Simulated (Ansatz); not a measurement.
A nudged elastic band was laid between two geometries of C₄H₇I (12 atoms, charge 0, multiplicity 1).

Theory: RKS BLYP-D4/def2-SVP (Ansatz 0.2.0).

```json
{
  "movable images": "7",
  "climbing image": "yes",
  "spring": "5.0 eV/Å²",
  "optimiser": "quadratic models (default)",
  "start path": "IDPP",
  "force threshold": "0.05 eV/Å",
  "iteration limit": "60",
  "end points": "relaxed"
}
```

Image 0:

```xyz
12
Properties=species:S:1:pos:R:3
C -1.629 -0.321 0.354
C -0.474 0.600 0.673
C 0.767 0.526 0.151
C 1.319 -0.453 -0.848
I 2.231 1.997 0.799
H -2.484 0.255 -0.064
H -1.369 -1.117 -0.368
H -2.005 -0.810 1.280
H -0.692 1.398 1.399
H 1.681 0.066 -1.759
H 0.548 -1.188 -1.153
H 2.184 -1.009 -0.431
```

Image 8:

```xyz
12
Properties=species:S:1:pos:R:3
C -1.330 0.885 1.186
C -0.652 -0.047 0.223
C 0.607 -0.032 -0.255
C 1.203 -1.020 -1.221
I 2.013 1.512 0.355
H -1.651 0.340 2.101
H -0.669 1.718 1.494
H -2.251 1.314 0.737
H -1.274 -0.881 -0.158
H 1.563 -0.521 -2.145
H 0.444 -1.777 -1.505
H 2.075 -1.546 -0.778
```

Task: Which bonds break or form, and what moves?

Result: No bond is made or broken. The dihedral C1–C2–C3–I5 goes from 180 to 0°.

Task: What energy profile does the band end with?

Result: The run converged. The highest image is number 4 of 0 to 8, 2.55 eV above the first end and 2.62 eV above the last; the last end lies 0.07 eV below the first. Neighbouring images differ by up to 2.0 eV, so the band resolves the path poorly. A vibrational analysis at the climbing image gives one clearly imaginary mode, 872i cm⁻¹: a first-order saddle point.

| image | path coordinate (Å) | energy (eV) | dihedral C1–C2–C3–I5 (°) |
| --- | --- | --- | --- |
| 0 | 0.00 | 0.00 | 180 |
| 1 | 0.84 | 0.18 | 159 |
| 2 | 1.69 | 0.77 | 131 |
| 3 | 2.53 | 1.73 | 102 |
| 4 | 3.37 | 2.55 | 76 |
| 5 | 4.98 | 0.56 | 35 |
| 6 | 6.59 | 0.02 | 5 |
| 7 | 8.20 | -0.04 | 0 |
| 8 | 9.80 | -0.07 | 0 |

Task: What is the geometry of the highest image?

Result: 
```xyz
12
Properties=species:S:1:pos:R:3
C -1.878 0.124 0.061
C -0.526 0.174 0.761
C 0.633 0.140 0.105
C 1.714 -0.777 -0.250
I 1.380 2.427 -1.144
H -2.154 1.143 -0.294
H -1.857 -0.544 -0.821
H -2.661 -0.229 0.761
H -0.505 0.657 1.760
H 2.474 -0.346 -0.922
H 1.264 -1.702 -0.683
H 2.192 -1.122 0.700
```

The run took 3.9 min on 2 threads of Intel(R) Xeon(R) Platinum 8488C (Sapphire Rapids), on a shared host, peak memory 0.18 GiB.
